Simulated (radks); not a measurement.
Dynamic dipole polarisability and lines of neutral copper, [Ar] 3d10 4s1. Calculated with a radial shooting solver on a logarithmic mesh with Libxc functionals: scalar-relativistic Kohn-Sham, LB94 model potential, spin-polarised, spherical densities, finite nucleus; open shells are filled with parallel spins first; Fermi nuclear charge, rms radius of each element as measured or else 0.836 A^(1/3) + 0.57 fm. Time-dependent linear response with the Hartree and adiabatic LDA kernel, continuum included through the Sternheimer equations, no spin-orbit coupling, so fine structure and intercombination lines are absent. Lines are the poles of the dipole polarisability below minus the highest occupied eigenvalue, found on a grid refined at the orbital gaps; the lowest seven at most are given, and weak or close lines can be missed. The first line takes the name of the lowest orbital gap if no other gap lies below it; otherwise a line is named after a gap within 0.6 % of it, if that gap stands alone.

| photon energy (eV) | alpha (bohr^3) |
|---|---|
| 0 | 29.20 |
| 0.149 | 29.22 |
| 1.044 | 30.20 |
| 1.938 | 33.04 |
| 2.833 | 39.34 |
| 3.727 | 55.62 |
| 4.622 | 157.7 |
| 5.516 | -59.35 |
| 6.411 | 1.817 |
| 7.305 | 221.3 |
| 8.200 | -28.64 |

Lines (eV, oscillator strength): 4.955 (250.2 nm, 4s-4p), f = 0.617; 6.769 (183.2 nm, unassigned), f = 0.0173; 7.369 (168.3 nm, unassigned), f = 0.270; 7.745 (160.1 nm, unassigned), f = 0.142; 8.312 (149.2 nm, 4s-6p), f = 0.0132; 8.592 (144.3 nm, 4s-7p), f = 0.00420; 8.744 (141.8 nm, unassigned), f = 0.00186. Higher lines, where found, are left out when the end of the mesh affects them. Those listed give 84 % of the static polarisability (sum of f/w^2). Orbital energy gaps for comparison: 4s-4p 4.798 eV; 3d-4p down 6.980 eV; 3d-4p 7.029 eV; 4s-5p 7.684 eV; 4s-6p 8.308 eV. At laser wavelengths: 1550 nm 29.77, 1064 nm 30.45, 780 nm 31.65, 532 nm 35.20, 355 nm 49.41, 266 nm 176.2, 193 nm 2.448 bohr^3. Measured terms reached by dipole lines (averaged over J; NIST Handbook of Basic Atomic Spectroscopic Data, eV): 4s-4p 3.806; those above the model threshold have no computed partner.
